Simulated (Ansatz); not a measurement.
GeEtH3 (C2H8Ge), relaxed as a singlet with RKS B3LYP-D4/def2-SVP in Ansatz, starting from the GFN2-xTB geometry. Force threshold 0.02 eV/Å.

Another isomer (singlet) lies 0.39 eV lower at PBE0-D4/def2-TZVP; other spin states weren't run for this one.

Start:

Cartesian coordinates in Å:
```
C -0.6511 0.2467 -0.2871
C 0.2100 1.4211 0.1609
Ge 0.2221 -1.4938 0.0346
H -1.6076 0.2696 0.2383
H -0.8752 0.3389 -1.3519
H -0.2903 2.3681 -0.0355
H 0.4158 1.3578 1.2283
H 1.1625 1.4214 -0.3664
H 0.5981 -1.6591 1.4725
H 1.4812 -1.6300 -0.7614
H -0.6657 -2.6408 -0.3322
```

Problem. Estimate the energy that the relaxation releases and the steps that it takes.

Solution. 2.2 kcal/mol, in 4 steps; 6 s on 2 threads of Intel Xeon 6975P-C on a shared host. No frequencies were taken in this run, so the end may be a saddle point.

Problem. Does the start keep its bonding and symmetry?

Solution. By distances, no bond broke or formed. The bond that changes most is Ge3–H9, from 1.50 to 1.55 Å (atoms count from 1).

Problem. Predict the relaxed structure.

Solution. 
Cartesian coordinates in Å:
```
C -0.642 0.240 -0.282
C 0.214 1.431 0.161
Ge 0.218 -1.510 0.032
H -1.610 0.235 0.248
H -0.878 0.305 -1.358
H -0.294 2.391 -0.035
H 0.435 1.392 1.240
H 1.180 1.458 -0.370
H 0.583 -1.657 1.528
H 1.518 -1.619 -0.798
H -0.724 -2.668 -0.366
```
Bond lengths: 1 × C–C 1.53 Å; 1 × C–Ge 1.98 Å; 5 × C–H 1.10 Å; 3 × Ge–H 1.55 Å.
